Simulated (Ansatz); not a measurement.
A set of 12 reactions (silylene extrusion), with CCSD(T)/CBS values in kJ/mol:

| reaction | ΔE |
| --- | --- |
| `C[SiH2][SiH](N)Cl` → `C[SiH2]N` + `[SiH]Cl` | 210.1 |
| `[SiH3]C1OC=CO1` → `C1=COCO1` + `[SiH2]` | 212.6 |
| `C[SiH](F)[SiH](F)F` → `C[Si]F` + `F[SiH2]F` | 170.5 |
| `O[Si](F)([SiH3])[SiH3]` → `O[Si]F` + `[SiH3][SiH3]` | 114.9 |
| `C[SiH](F)[SiH](F)F` → `F[Si]F` + `C[SiH2]F` | 117.5 |
| `C[SiH2][SiH](O)O` → `C[SiH](O)O` + `[SiH2]` | 211.3 |
| `C[SiH2]C(=N)O` → `CC(=N)O` + `[SiH2]` | 245.5 |
| `C[SiH2][SiH](N)Cl` → `C[SiH3]` + `N[Si]Cl` | 122.8 |
| `C[SiH](F)[SiH](F)F` → `C[SiH](F)F` + `F[SiH]` | 170.9 |
| `C[SiH2]CS` → `CCS` + `[SiH2]` | 272.0 |
| `[SiH3]N([SiH3])[SiH2]Cl` → `[SiH3]N[SiH3]` + `[SiH]Cl` | 270.9 |
| `N[C@@H](F)[Si@@H](F)Cl` → `F[Si]Cl` + `NCF` | 125.6 |

Calculated with Ansatz (gas phase, PBE0-D4/def2-TZVP geometries, no zero-point term in ΔE). CCSD(T)/CBS adds triple-zeta CCSD(T) − MP2 to the extrapolated MP2 energy (def2 sets, frozen cores). This one scheme is used for every species. DFT in def2-TZVPP. B3LYP here is the variant with VWN-RPA as its local correlation; programs differ in this. Each species was taken in one conformer, which may not be the lowest.

Give the mean, mean absolute and largest difference (level minus CCSD(T)/CBS, kJ/mol) for: PBE-D4, B3LYP-D4, B2PLYP, PBE, r2SCAN, PBE0, B3LYP, HF/def2-TZVPP, MP2/def2-TZVPP, SCS-MP2/def2-TZVPP, CCSD(T)/def2-TZVPP, HF/def2-QZVPP, MP2/def2-QZVPP, HF/CBS(def2). (Best estimate.)

Computed: 
| level | mean | mean absolute | largest |
| --- | --- | --- | --- |
| PBE-D4 | 4.5 | 8.0 | 17.7 |
| B3LYP-D4 | -4.9 | 4.9 | -10.3 |
| B2PLYP | -9.9 | 9.9 | -15.1 |
| PBE | -5.9 | 8.1 | -29.3 |
| r2SCAN | 15.2 | 15.2 | 20.7 |
| PBE0 | 4.2 | 6.8 | 13.2 |
| B3LYP | -21.5 | 21.5 | -36.0 |
| HF/def2-TZVPP | -20.2 | 20.2 | -31.5 |
| MP2/def2-TZVPP | 7.7 | 7.7 | 16.2 |
| SCS-MP2/def2-TZVPP | -3.1 | 3.7 | -7.2 |
| CCSD(T)/def2-TZVPP | -6.5 | 6.5 | -8.4 |
| HF/def2-QZVPP | -20.2 | 20.2 | -30.6 |
| MP2/def2-QZVPP | 11.4 | 11.4 | 19.8 |
| HF/CBS(def2) | -20.2 | 20.2 | -30.5 |

The largest T1 diagnostic in the set is 0.015, for `F[SiH]` (customary mark 0.02).

CCSD(T)/CBS is a level of theory with its own doubt, and the functionals carry their triple-zeta basis error, so these figures describe this set and don't rank the functionals.
